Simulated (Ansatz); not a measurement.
C9H20 can be A, `CC(C)CCC(C)(C)C`, or B, `CCC(C)(C)C(C)(C)C`.

Program: Ansatz. Geometries: PBE0-D4/def2-TZVP. ΔE: electronic, gas phase. CCSD(T)/CBS is the MP2 limit (def2-TZVPP, def2-QZVPP) plus CCSD(T) − MP2 in def2-TZVPP, frozen cores. DFT in def2-TZVPP. B3LYP here is the variant with VWN-RPA as its local correlation; programs differ in this. Each species was taken in one conformer, which may not be the lowest.

(1) Which isomer does CCSD(T)/CBS put lower? Give the gap. (Estimate.)

(2) Give E(B) − E(A) in kJ/mol with CCSD(T)/def2-SVP, HF/def2-TZVPP, PBE0-D4, LDA (SPW92), PBE-D4, B3LYP-D4, BLYP-D4. (Estimate.)

Largest T1 diagnostic: 0.009.

Answers

(1) Ansatz gave: A, by 15.4 kJ/mol.

(2) The calculation gave: CCSD(T)/def2-SVP 16.4, HF/def2-TZVPP 47.4, PBE0-D4 20.8, LDA (SPW92) 9.8, PBE-D4 20.8, B3LYP-D4 22.3, BLYP-D4 20.8. None reverses the order clearly.

The D4 term adds −16.2 kJ/mol with B3LYP and −9.1 kJ/mol with PBE0; it sums over pairs of atoms, weighted by their polarisabilities, and B3LYP, whose exchange is more repulsive, gets the larger term. From BLYP to BHLYP (50 % exact exchange), in def2-TZVPP and without D4, E(B) − E(A) moves by −6.1 kJ/mol.
